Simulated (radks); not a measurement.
Dipole-allowed excitations along the series with 3 electrons in [He] 2s1. Calculated with a radial shooting solver on a logarithmic mesh with Libxc functionals: scalar-relativistic Kohn-Sham, LB94 model potential, spin-polarised, spherical densities, finite nucleus; open shells are filled with parallel spins first; Fermi nuclear charge, rms radius of each element as measured or else 0.836 A^(1/3) + 0.57 fm. Time-dependent linear response with the Hartree and adiabatic LDA kernel, continuum included through the Sternheimer equations, no spin-orbit coupling, so fine structure and intercombination lines are absent. Lines are the poles of the dipole polarisability below minus the highest occupied eigenvalue, found on a grid refined at the orbital gaps; the lowest seven at most are given, and weak or close lines can be missed. The first line takes the name of the lowest orbital gap if no other gap lies below it; otherwise a line is named after a gap within 0.6 % of it, if that gap stands alone.

species  -e(HOMO) (eV)  lowest orbital gap (eV)  first line (eV)       f  strongest line (eV)  its f  static alpha (bohr^3)
Fe23+           2042.2             2s-2p 54.651   58.235 (2s-2p)  0.0596       1158.9 (2s-3p)  0.385                0.01333
Co24+           2215.3             2s-2p 58.599   62.350 (2s-2p)  0.0590       1257.0 (2s-3p)  0.385                0.01150
Ni25+           2395.6             2s-2p 62.824   66.743 (2s-2p)  0.0585       1359.2 (2s-3p)  0.386               0.009944
